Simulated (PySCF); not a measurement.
C₃H₈O₂Si, SMILES [C@H]1(C[SiH2]OC1)O. Coordinates come from a PBE-D3(BJ)/def2-SVP optimisation. The structure was generated by enumeration; whether it is a known compound was not checked. Other conformers were not sampled.

The numbers are results of PySCF 2.14.0 with PBE-D3(BJ)/def2-SVP, not measurements.

Harmonic wavenumbers (cm⁻¹): 123, 168, 316, 357, 386, 464, 531, 640, 656, 723, 757, 788, 839, 862, 915, 951, 964, 1001, 1065, 1120, 1132, 1187, 1219, 1286, 1323, 1353, 1377, 1426, 2165, 2167, 2902, 2940, 2991, 3018, 3053, 3705. Rotational constants (GHz): 4.306, 2.776, 2.253; symmetry number 1.

Task: Work out the zero-point energy and the ideal-gas rigid-rotor harmonic-oscillator thermochemistry at 298.15 K and 1 atm.

Result: ZPE = ½ Σ hcν = ½ × 46872 cm⁻¹ = 67.01 kcal/mol. H − E(el) = 71.79 kcal/mol. Entropy in cal/(mol K): translation 39.84, rotation 26.88, vibration 12.98, total 79.70. G − E(el) = 48.02 kcal/mol. Cp = 27.74 cal/(mol K). Modes under 150 cm⁻¹ make the vibrational entropy uncertain.
